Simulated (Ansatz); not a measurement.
Cartesian coordinates (Å):
```xyz
3

B     -0.0008     0.3373     0.0000
H     -1.0732    -0.1711     0.0000
H      1.0740    -0.1662     0.0000
```
Charge 0, spin multiplicity 2.

Calculation: frozen-core CCSD(T)/def2-TZVPP // B3LYP-D3(BJ)/def2-TZVP in Ansatz (a first-principles code).

```yaml
HF energy: -25.76084 Ha
MP2 correlation energy: -0.08223 Ha
```

**Question.** Estimate the CCSD correlation energy, the (T) correction, the total energy and the T1 diagnostic.

**Answer.** 
```
Quantity                       Result
-----------------------  ------------
CCSD correlation energy   -0.10075 Ha
(T) correction            -0.00193 Ha
CCSD(T) total energy     -25.86352 Ha
T1 diagnostic                   0.010
```
